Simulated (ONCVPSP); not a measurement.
# Gd (Z = 64), ONCV: configuration errors across variants

gadolinium (Gd), optimised norm-conserving Vanderbilt (ONCV), made with ONCVPSP 4.0.1 (PBE, scalar-relativistic). Core [Kr] 4d10, reference 4f7 5s2 5p6 5d1 6s2. Waves: 5s+6s: rc 1.95 bohr, ncon 4, nbas 8, qcut 6.8 1/bohr, 2 projectors; 5p: rc 2.45 bohr, ncon 5, nbas 8, qcut 5.3 1/bohr, 3 projectors, debl 1.7 Ha; 5d: rc 2.15 bohr, ncon 4, nbas 8, qcut 4.8 1/bohr, 2 projectors, debl 0.4 Ha; 4f: rc 1.50 bohr, ncon 3, nbas 8, qcut 11.2 1/bohr, 2 projectors, debl 4 Ha. Local part: polynomial inside 1.30 bohr (lpopt 5, dvloc0 0 Ha). Core correction: Teter function fitted to the true core (icmod 2), fcfact 0.55.

All-electron excitation energies from the reference (eV): (1) 4f7 5s2 5p6 5d1 6s1 6.645; (2) 4f7 5s2 5p6 5d1 6s0 18.745; (3) 4f7 5s2 5p6 5d1.5 6s1.5 0.843.

1 further variants failed, have other tests or another functional or relativity, and are left out.

Errors AE − PS in meV (a dash: test not solved or not reliable):

```json
{"change": "base", "(1)": "-1.9", "(2)": "-5.5", "(3)": "-2.0", "bound ghosts": "none", "GHOST(+) flags above zero": "s, p"}
{"change": "p: rc 3.48", "(1)": "-2.0", "(2)": "-7.0", "(3)": "-2.0", "bound ghosts": "none", "GHOST(+) flags above zero": "s"}
{"change": "d: nproj 3", "(1)": "-1.8", "(2)": "-5.5", "(3)": "-2.0", "bound ghosts": "none", "GHOST(+) flags above zero": "s, p"}
{"change": "f: qcut 10.1", "(1)": "-1.9", "(2)": "-5.6", "(3)": "-1.9", "bound ghosts": "none", "GHOST(+) flags above zero": "s, p"}
```

Q: Give the same row for: s: qcut 6.9; p: qcut 5.4; d: qcut 4.9; f: qcut 11.4.

A: -1.8, -5.4, -2.0; bound ghosts: none; GHOST(+) flags above zero: s, p.
